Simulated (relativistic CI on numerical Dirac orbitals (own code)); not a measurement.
## Line list: Forbidden lines, Tl15+

Method of calculation: Dirac-Coulomb-Breit CI, orbitals from a KLI potential per configuration, a model potential for QED, unscaled Slater integrals (own radial code, finite nucleus).

CI space (outside the closed core [Kr] 4d10): 4f¹⁴5s²5p⁴, 4f¹⁴5s5p⁵, 4f¹⁴5s²5p³5d, 4f¹⁴5p⁶, 4f¹³5s²5p⁵, 4f¹⁴5s5p⁴5d, 4f¹⁴5s²5p³5f, 4f¹⁴5s²5p³5g, 4f¹⁴5s5p⁴5f, 4f¹⁴5s²5p³6s, 4f¹³5s²5p⁴5d, 4f¹⁴5s²5p²5d², 4f¹⁴5s²5p5d³, 4f¹⁴5s5p²5d³, 4f¹⁴5s²5p5d²5f, 4f¹⁴5s²5p5d²5g. Double excitations out of closed p, d and f shells are left out; levels of such configurations are missing from the list, as are those of other unlisted configurations, and high levels can miss mixing partners. Some configurations lack a partner that the ground configuration has and come out too high, among them 4f¹³5s²5p⁴5d, 4f¹⁴5s5p⁴5f, 4f¹⁴5s²5p³6s.

| λ vac (nm) | Lower | Upper | Type | A (s⁻¹) | E lower (cm⁻¹) | E upper (cm⁻¹) |
| --- | --- | --- | --- | --- | --- | --- |
| 15.070 | 4f¹⁴5s²5p⁴ ³P2 [1] | 4f¹³5s²5p⁵ ³D1 [23] | E2 | 3.13e+04 | 0 | 663590 |
| 15.150 | 4f¹⁴5s²5p⁴ ³P2 [1] | 4f¹³5s²5p⁵ ³G4 [21] | E2 | 3.28e+04 | 0 | 660061 |
| 15.344 | 4f¹⁴5s²5p⁴ ³P2 [1] | 4f¹³5s²5p⁵ ³F2 [20] | E2 | 4.55e+04 | 0 | 651727 |
| 15.462 | 4f¹⁴5s²5p⁴ ¹D2 [4] | 4f¹³5s²5p⁵ ³G3 [46] | E2 | 3.31e+04 | 212993 | 859723 |
| 15.549 | 4f¹⁴5s²5p⁴ ³P2 [1] | 4f¹³5s²5p⁵ ³F3 [19] | E2 | 2.26e+04 | 0 | 643142 |
| 15.820 | 4f¹⁴5s²5p⁴ ³P2 [1] | 4f¹³5s²5p⁵ ¹D2 [17] | E2 | 4.25e+04 | 0 | 632097 |
| 15.822 | 4f¹⁴5s²5p⁴ ³P1 [3] | 4f¹³5s²5p⁵ ³D3 [40] | E2 | 1.26e+05 | 195222 | 827246 |
| 16.206 | 4f¹⁴5s²5p⁴ ¹D2 [4] | 4f¹³5s²5p⁵ ³G4 [41] | E2 | 1.22e+05 | 212993 | 830060 |
| 16.280 | 4f¹⁴5s²5p⁴ ¹D2 [4] | 4f¹³5s²5p⁵ ³D3 [40] | E2 | 2.26e+04 | 212993 | 827246 |
| 16.360 | 4f¹⁴5s²5p⁴ ³P2 [1] | 4f¹³5s²5p⁵ ¹F3 [13] | E2 | 1.12e+05 | 0 | 611262 |
| 16.415 | 4f¹⁴5s²5p⁴ ³P2 [1] | 4f¹³5s²5p⁵ ³F4 [12] | E2 | 1.61e+05 | 0 | 609204 |
| 16.712 | 4f¹⁴5s²5p⁴ ¹S0 [2] | 4f¹³5s²5p⁵ ¹D2 [17] | E2 | 1.24e+05 | 33739 | 632097 |
| 21.351 | 4f¹⁴5s²5p⁴ ³P1 [3] | 4f¹³5s²5p⁵ ³D1 [23] | E2 | 2.67e+04 | 195222 | 663590 |
| 21.906 | 4f¹⁴5s²5p⁴ ³P1 [3] | 4f¹³5s²5p⁵ ³F2 [20] | E2 | 1.92e+04 | 195222 | 651727 |
| 22.368 | 4f¹⁴5s²5p⁴ ¹D2 [4] | 4f¹³5s²5p⁵ ³G4 [21] | E2 | 1.83e+04 | 212993 | 660061 |
| 43.458 | 4f¹⁴5s²5p³5d ⁵D°4 [32] | 4f¹⁴5s²5p³5d ³F°4 [52] | M1 | 1.01e+05 | 762757 | 992864 |
| 43.858 | 4f¹⁴5s²5p⁴ ³P1 [3] | 4f¹⁴5s²5p⁴ ³P0 [5] | M1 | 3.64e+05 | 195222 | 423232 |
| 45.278 | 4f¹³5s²5p⁵ ³F4 [12] | 4f¹³5s²5p⁵ ³G4 [41] | M1 | 4.90e+04 | 609204 | 830060 |
| 45.863 | 4f¹³5s²5p⁵ ³F4 [12] | 4f¹³5s²5p⁵ ³D3 [40] | M1 | 4.34e+04 | 609204 | 827246 |
| 46.172 | 4f¹³5s²5p⁵ ³F3 [19] | 4f¹³5s²5p⁵ ³G3 [46] | M1 | 4.53e+04 | 643142 | 859723 |
| 46.300 | 4f¹³5s²5p⁵ ¹F3 [13] | 4f¹³5s²5p⁵ ³D3 [40] | M1 | 6.23e+04 | 611262 | 827246 |
| 46.950 | 4f¹⁴5s²5p⁴ ³P2 [1] | 4f¹⁴5s²5p⁴ ¹D2 [4] | M1 | 7.62e+04 | 0 | 212993 |
| 46.977 | 4f¹³5s²5p⁵ ³G5 [15] | 4f¹³5s²5p⁵ ³G4 [41] | M1 | 9.89e+04 | 617189 | 830060 |
| 48.012 | 4f¹⁴5s²5p³5d ³F°3 [9] | 4f¹⁴5s²5p³5d ⁵D°4 [32] | M1 | 1.49e+04 | 554476 | 762757 |
| 50.085 | 4f¹³5s²5p⁵ ³G4 [21] | 4f¹³5s²5p⁵ ³G3 [46] | M1 | 9.82e+04 | 660061 | 859723 |
| 51.224 | 4f¹⁴5s²5p⁴ ³P2 [1] | 4f¹⁴5s²5p⁴ ³P1 [3] | M1 | 1.17e+05 | 0 | 195222 |
| 51.243 | 4f¹³5s²5p⁵ ¹D2 [17] | 4f¹³5s²5p⁵ ³D3 [40] | M1 | 5.25e+04 | 632097 | 827246 |
| 54.989 | 4f¹⁴5s²5p³5d ³F°4 [11] | 4f¹⁴5s²5p³5d ⁵D°4 [32] | M1 | 6.43e+04 | 580901 | 762757 |
| 57.427 | 4f¹⁴5s²5p³5d ³F°4 [11] | 4f¹⁴5s²5p³5d ³G°4 [29] | M1 | 2.10e+04 | 580901 | 755036 |
| 61.926 | 4f¹⁴5s²5p⁴ ¹S0 [2] | 4f¹⁴5s²5p⁴ ³P1 [3] | M1 | 3.01e+04 | 33739 | 195222 |

Terms are leading LS components. Brackets give the number of a level in order of energy, since labels repeat. The list gives strong lines, with weight on those to low levels, among the lowest 200 of 2277 levels, so that lines to higher ones, which can be the strongest, are missing. Levels whose partners in the same complex of configurations lie outside the list can be far off, and so can their lines. Rates are taken at the computed energies, electric ones in the length gauge.

At this charge transitions that keep the count of f electrons are usually good to a few per cent. Levels and lines within the n = 5 or 6 shells can be off by up to 10 % or somewhat more, and those that change n by about 2 %, since core polarisation is missing. Levels that differ in their count of f electrons can be misplaced by several ten thousand cm⁻¹, since the correlation energy of f electrons is missing or only estimated; rates across such gaps can be off by orders of magnitude.

LS names give the leading component of a level, which can be under half, so a name can repeat, a term be missing and a line seem to break the LS rules.
